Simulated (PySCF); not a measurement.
**Basis-set dependence of population analyses: `FBCC(F)(F)F`**

C₂H₃BF₄.
Numbering: `[F:1][BH:2][CH2:3][C:4]([F:5])([F:6])[F:7]` (hydrogens: H8 on B2; H9, H10 on C3)

PBE0 throughout (PySCF), one geometry, spherical d and f functions. One conformer (not necessarily the lowest) at the PBE0-D3(BJ)/def2-SVP geometry, without solvent, vibrations or thermal averaging. Atoms taken as equivalent share a column and are averaged.

Mulliken charges (e):

| basis | functions | F1 | B2 | C3 | C4 | F5/F6/F7 | H8 | H9/H10 |
| --- | --- | --- | --- | --- | --- | --- | --- | --- |
| STO-3G | 38 | -0.087 | +0.276 | -0.299 | +0.338 | -0.121 | -0.051 | +0.094 |
| 6-31G | 69 | -0.292 | +0.559 | -0.660 | +0.788 | -0.281 | -0.023 | +0.235 |
| pcSseg-0 | 69 | -0.306 | +0.696 | -0.977 | +0.972 | -0.332 | +0.008 | +0.301 |
| 6-31G* | 104 | -0.240 | +0.458 | -0.678 | +0.950 | -0.304 | -0.025 | +0.224 |
| cc-pVDZ | 113 | -0.078 | +0.199 | -0.175 | +0.463 | -0.173 | -0.053 | +0.082 |
| def2-SVP | 113 | -0.093 | +0.214 | -0.220 | +0.516 | -0.188 | -0.047 | +0.097 |
| aug-cc-pVDZ | 188 | -0.416 | +0.062 | +0.302 | +1.443 | -0.480 | +0.495 | -0.223 |
| 6-311+G(2d,p) | 207 | -0.309 | +0.503 | -0.451 | +0.697 | -0.295 | +0.045 | +0.199 |
| def2-TZVP | 235 | -0.211 | +0.232 | -0.318 | +0.456 | -0.162 | +0.017 | +0.154 |
| cc-pVTZ | 252 | -0.172 | +0.227 | -0.283 | +0.501 | -0.162 | -0.022 | +0.117 |
| IGLO-III | 275 | -0.333 | +0.567 | -0.430 | +0.507 | -0.192 | -0.048 | +0.157 |

IAO charges (e):

```
        basis  functions      F1      B2      C3      C4  F5/F6/F7      H8  H9/H10
       STO-3G         38  -0.128  +0.284  -0.472  +0.455    -0.148  -0.009  +0.157
        6-31G         69  -0.280  +0.418  -0.501  +0.750    -0.265  +0.012  +0.198
     pcSseg-0         69  -0.264  +0.407  -0.507  +0.751    -0.263  +0.006  +0.197
       6-31G*        104  -0.288  +0.450  -0.498  +0.823    -0.283  -0.007  +0.185
      cc-pVDZ        113  -0.286  +0.438  -0.498  +0.817    -0.281  -0.002  +0.187
     def2-SVP        113  -0.283  +0.441  -0.493  +0.818    -0.282  -0.006  +0.185
  aug-cc-pVDZ        188  -0.296  +0.447  -0.501  +0.827    -0.288  +0.001  +0.193
6-311+G(2d,p)        207  -0.298  +0.452  -0.504  +0.827    -0.288  +0.001  +0.194
    def2-TZVP        235  -0.299  +0.455  -0.507  +0.837    -0.290  -0.001  +0.193
      cc-pVTZ        252  -0.298  +0.454  -0.508  +0.836    -0.289  -0.002  +0.193
     IGLO-III        275  -0.299  +0.454  -0.506  +0.832    -0.289   0.000  +0.194
```

Some averages cover members that differ in this geometry, most widely: F5/F6/F7, Mulliken in aug-cc-pVDZ -0.493 to -0.462; F5/F6/F7, Mulliken in 6-311+G(2d,p) -0.313 to -0.285 e.

Question: Which scheme is steadiest as the basis changes?

Answer: Largest range over the bases for any column: IAO 0.38 e, Mulliken 1.28 e. IAO charges move least and Mulliken charges most, counted in e. Without the minimal STO-3G basis the ranges are IAO 0.09, Mulliken 1.28 e.

Question: How much do the charges still move between the two largest bases, cc-pVTZ and IGLO-III?

Answer: At most, over all atoms: Mulliken 0.339 e, IAO 0.004 e.

Question: What do the same runs give for the total energy, the frontier levels and the dipole moment?

Answer: 
```
        basis  energy (Eh)  HOMO (eV)  LUMO (eV)  μ (D)
       STO-3G    -494.8137      -5.64       2.48   1.47
        6-31G    -501.6721      -9.64      -1.01   1.58
     pcSseg-0    -500.6556      -9.83      -1.15   1.61
       6-31G*    -501.7933      -9.29      -0.63   1.42
      cc-pVDZ    -501.8297      -9.43      -0.91   1.38
     def2-SVP    -501.4263      -9.53      -0.96   1.46
  aug-cc-pVDZ    -501.8678      -9.62      -1.20   1.41
6-311+G(2d,p)    -501.9698      -9.67      -1.21   1.43
    def2-TZVP    -502.0226      -9.61      -1.10   1.39
      cc-pVTZ    -501.9965      -9.57      -1.05   1.37
     IGLO-III    -502.0299      -9.64      -1.16   1.41
```

The dipole is fixed by the density alone, so its range of 0.24 D shows that the density itself changes with the basis, not only its division among atoms.
